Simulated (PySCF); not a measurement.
These 3 structures share the formula C6H13OP. Computed with PBE0-D3(BJ)/def2-SVP geometry optimisation, gas phase (PySCF). One conformer each; no zero-point energy, no entropy. No frequencies were run at this level. Point groups hold within 0.08 Å.

**Question.** Rank from lowest to highest electronic energy at this level (kJ/mol).
A. `[CH3:1][C@@H:2]1[CH2:3][CH2:4][P@@H:5](=[O:6])[C@@H:7]1[CH3:8]` with C1–C2–C3–C4 -177°, C2–C3–C4–P5 33°, C3–C4–P5–O6 -133°, C4–P5–C7–C8 105°
B. `[CH3:1][CH2:2][C@@H:3]1[C@H:4]([CH3:5])[P@@:6]1([CH3:7])=[O:8]` with C1–C2–C3–C4 162°
C. `[CH3:1][C@@H:2]1[CH2:3][CH2:4][C@@H:5]([CH3:6])[PH:7]1=[O:8]` with C1–C2–C3–C4 -158°, C2–C3–C4–C5 49°, C3–C4–C5–C6 -165°, C4–C5–P7–O8 140°

**Answer.** C (0.0), A (5.4), B (102.5).

As drawn, the highest has a three-membered ring, which the lowest lacks. Neighbours under 10 kJ/mol apart (C[C@@H]1CC[C@@H](C)[PH]1=O and C[C@@H]1CC[P@@H](=O)[C@@H]1C) can change places with a better method, another conformer or zero-point energy.

```json
{"SMILES": "C[C@@H]1CC[C@@H](C)[PH]1=O", "E (Eh)": "-652.25564", "E rel (kJ/mol)": "0.0", "dipole (D)": "4.07", "point group": "C1", "A, B, C (MHz)": "2408, 1572, 1053"}
{"SMILES": "C[C@@H]1CC[P@@H](=O)[C@@H]1C", "E (Eh)": "-652.25359", "E rel (kJ/mol)": "5.4", "dipole (D)": "4.30", "point group": "C1", "A, B, C (MHz)": "2621, 1357, 1114"}
{"SMILES": "CC[C@@H]1[C@H](C)[P@@]1(C)=O", "E (Eh)": "-652.21658", "E rel (kJ/mol)": "102.5", "dipole (D)": "4.27", "point group": "C1", "A, B, C (MHz)": "1937, 1413, 1109"}
```

**Question.** How do the relative energies change in single points at PBE0/pcSseg-1 (no added dispersion term) on the same geometries?

**Answer.** 
| SMILES | PBE0-D3(BJ)/def2-SVP (kJ/mol) | PBE0/pcSseg-1 (kJ/mol) | shift |
| --- | --- | --- | --- |
| C[C@@H]1CC[C@@H](C)[PH]1=O | 0.0 | 0.0 | 0.0 |
| C[C@@H]1CC[P@@H](=O)[C@@H]1C | 5.4 | 4.7 | -0.7 |
| CC[C@@H]1[C@H](C)[P@@]1(C)=O | 102.5 | 95.8 | -6.7 |

Each column counts from its own lowest isomer. The order is unchanged; the largest shift is 6.7 kJ/mol.

**Question.** As an exercise, what shares would exp(−E/RT) give at 1000 K from these electronic energies alone (no entropy, no degeneracies)?

**Answer.** RT = 8.314 kJ/mol: C[C@@H]1CC[C@@H](C)[PH]1=O 65.6 %, C[C@@H]1CC[P@@H](=O)[C@@H]1C 34.4 %, CC[C@@H]1[C@H](C)[P@@]1(C)=O under 0.1 %.
